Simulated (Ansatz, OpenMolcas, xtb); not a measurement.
**CH3BFN (SMILES BN=CF): the energy, rung by rung**

CH3BFN has 7 atoms, charge 0, and is taken as a singlet. SMILES: `BN=CF`. Geometry: relaxed at PBE0-D4/def2-TZVP.

```xyz
7

B    -0.4805    1.0898    0.5709
N     0.0186   -0.0084   -0.0665
C     0.4668   -1.0069   -0.6117
F     0.7399   -2.1320    0.0607
H     0.2844    1.8971    1.0099
H    -1.6663    1.2142    0.6598
H     0.6982   -1.1220   -1.6690
```

Quantity: the energy change with the N2–C3 bond stretched from 1.223 to 2.690 Å, in eV. The values are calculated.

| level | kind | program | value (eV) | less CCSD(T)/aug-cc-pVDZ | CPU time (all runs) |
| --- | --- | --- | --- | --- | --- |
| GFN2-xTB | semi-empirical | xtb | 8.57 | +1.07 | under 2 s |
| HF/aug-cc-pVDZ (restricted) | Hartree–Fock | Ansatz | 7.19 | -0.31 | 16 s |
| SVWN5/aug-cc-pVDZ (restricted) | LDA | Ansatz | 8.71 | +1.21 | 17 s |
| PBE/aug-cc-pVDZ (restricted) | GGA | OpenMolcas | 8.00 | +0.50 | 2.9 min |
| r2SCAN/aug-cc-pVDZ (restricted) | meta-GGA | Ansatz | 8.19 | +0.69 | 37 s |
| BHLYP/aug-cc-pVDZ (restricted) | global hybrid | Ansatz | 7.89 | +0.39 | 23 s |
| CAM-B3LYP/aug-cc-pVDZ (restricted) | range-separated hybrid | Ansatz | 7.99 | +0.49 | 25 s |
| MP2/aug-cc-pVDZ (restricted) | perturbation theory | Ansatz | 8.49 | +0.99 | 28 s |
| CCSD(T)/aug-cc-pVDZ (restricted) | coupled cluster or CI | Ansatz | 7.50 | 0.00 | 1.7 min |

CCSD(T)/aug-cc-pVDZ (restricted) is the highest level here, not the true value. Its T1 diagnostic reaches 0.033, a sign that one reference may not serve. At this stretch a single reference begins to fail. The first shape isn't each level's own minimum. The values span 7.19 to 8.71 eV. CPU times are rough (shared hosts, several kinds of processor): they show what a rung costs within a factor of a few.
